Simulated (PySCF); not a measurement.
# C₆ coefficients of unlike pairs at PBE

Calculated with PySCF 2.14 from the dipole response of each species, C₆(A,B) = (3/π) ∫ α_A(iu) α_B(iu) du, in atomic units, from isotropic polarisabilities. For ions this is the dispersion term alone; charge-induced terms of lower order in 1/R come first.

| species | configuration | basis | relativity | α (bohr³) | C₆ (like pair) |
| --- | --- | --- | --- | --- | --- |
| B⁺ | [He] 2s2 (1S) | x2c-TZVPPall with one added diffuse shell each of s, p, d type (6s4p3d1f) | spin-free X2C | 10.63 | 28.78 |
| Be²⁺ | 1s2 (1S) | aug-cc-pV5Z (7s6p5d4f3g2h) | none | 0.05515 | 0.01187 |
| Xe³⁺ | [Kr] 4d10 5s2 5p3 (4S) | aug-cc-pwCVTZ-PP with ECP28MDF (8s7p6d4f1g) | core potential | 9.437 | 56.05 |
| Co²⁺ | [Ar] 3d7 (4F) | aug-cc-pVDZ-DK (7s6p4d2f) | spin-free X2C | 3.698 | 10.36 |

(1) Estimate C₆ for Xe³⁺ with B⁺.

No spin-orbit coupling is included.

The other pairs:

```csv
pair,C₆
"Be²⁺, B⁺",0.2946
"Co²⁺, B⁺",14.70
"Co²⁺, Xe³⁺",23.83
"Co²⁺, Be²⁺",0.2936
"Xe³⁺, Be²⁺",0.6146
```

Answers

(1) The integral gives 36.42. The combination rule 2 C_A C_B / (C_A α_B/α_A + C_B α_A/α_B) gives 36.38 and the geometric mean 40.17.
